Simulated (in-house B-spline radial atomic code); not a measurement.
**The chlorine ion Cl⁶⁺: [He] 2s1 2p6 3s1 4f1 (an excited or competing configuration)**

Computed with an all-electron radial atomic-structure program (B-spline basis): non-relativistic B97-1, spin-polarised, spherical fractional occupations, exact exchange averaged over the configuration, point nucleus.

Z_r = [3n² - l(l+1)]/(2<r>); Z_e = n√(-2ε); the last column is Slater's effective charge. Values are occupation-weighted means over spin.

| shell | electrons | ε (eV) | <r> (bohr) | Z_r | Z_e | Slater |
| --- | --- | --- | --- | --- | --- | --- |
| 1s | 2 | -2927.4 | 0.0913 | 16.43 | 14.67 | 16.70 |
| 2s | 1 | -403.84 | 0.4321 | 13.89 | 10.90 | 13.20 |
| 2p | 6 | -341.62 | 0.3908 | 12.79 | 10.02 | 13.20 |
| 3s | 1 | -121.21 | 1.208 | 11.18 | 8.95 | 9.05 |
| 4f | 1 | -39.948 | 2.437 | 7.39 | 6.85 | 7.00 |

The least bound orbital is 4f up at -39.95 eV, and it is also the most diffuse (<r> = 2.437 bohr). The part-filled 2s shell lies below the filled 2p shell in orbital energy.
